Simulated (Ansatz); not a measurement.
The Be1–H2 bond of BeHI (SMILES [BeH][I]) is stretched (multiplicity 1, the rest rigid).
Geometry at rest (charge 0, multiplicity 1):
```xyz
3

Be     0.000     0.000    -1.962
H      0.000     0.000    -3.285
I      0.000     0.000     0.210
```

Correlated levels freeze the cores. Filled d and f shells under p-block atoms count as core.

Run with Ansatz (Gaussian basis) for Hartree–Fock, density functionals and correlated methods. Each number belongs to the level named beside it. In def2 rows elements past Kr take small-core potentials, without spin–orbit coupling.

FIC-MRCISD+Q on CASSCF(2,2)/def2-TZVPPD, total energies (hartree):

| R (Å) | CASSCF | MRCISD | weight c² of the reference |
|---|---|---|---|
| 1.323 | -311.945855 | -312.124222 | 0.91374 |
| 2.315 | -311.868283 | -312.037276 | 0.91437 |
| 4.233 | -311.815854 | -311.978132 | 0.91627 |

Problem. Add the Davidson correction (E_MRCISD − E_CASSCF)(1 − c²)/c² and give the energies above the first point at the three levels.

Solution. 
Corrections (hartree): -0.016838, -0.015826, -0.014829. Above the first point (kcal/mol):
- R = 2.315 Å: CASSCF 48.7, MRCISD 54.6, with the correction 55.2
- R = 4.233 Å: CASSCF 81.6, MRCISD 91.7, with the correction 92.9

Ansatz is a program for electronic structure.
